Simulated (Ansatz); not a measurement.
`B[CH]([AlH2])[SiH3]`. The species carries charge 0 and has multiplicity 1.

```xyz
12

B     1.475    0.921   -0.442
C     0.514    0.334    0.560
Al   -1.307    0.762   -0.218
Si   -0.022   -1.424    0.374
H     1.572    0.445   -1.541
H     2.123    1.896   -0.183
H     0.540    0.700    1.587
H    -1.470    0.995   -1.771
H    -2.430    1.041    0.860
H    -1.434   -1.281   -0.262
H     0.719   -2.245   -0.607
H    -0.280   -2.145    1.641
```

Question: What are the harmonic wavenumbers in cm⁻¹ at PBE0-D4/def2-TZVP (Ansatz, finite differences of forces, unscaled)? (An estimate is asked.)

Answer: Computed: 122, 155, 239, 263, 320, 408, 461, 470, 566, 614, 683, 736, 749, 859, 909, 929, 930, 1002, 1062, 1102, 1172, 1288, 1893, 1938, 1954, 2254, 2271, 2550, 2624, 3128.

Question: Is this a minimum?

Answer: Yes, all 30 modes are real.

Question: Give the ideal-gas thermochemistry at 298.15 K and 1 bar (rigid rotor, harmonic oscillator; point group C1, symmetry number 1).

Answer: Zero-point energy 201.3 kJ/mol; H(298) − E = 223.0 kJ/mol; entropy 339.1 J/(mol·K), of which translation 164.4, rotation 109.8, vibration 64.9; G(298) − E = 121.9 kJ/mol.

Question: And at 400, 500, 600, 800 and 1000 K?

Answer: 
| T (K) | H − E (kJ/mol) | S (J/mol/K) | G − E (kJ/mol) |
| --- | --- | --- | --- |
| 400 | 236.7 | 378.5 | 85.3 |
| 500 | 252.5 | 413.8 | 45.7 |
| 600 | 270.3 | 446.0 | 2.6 |
| 800 | 310.0 | 503.1 | -92.4 |
| 1000 | 354.0 | 552.1 | -198.0 |
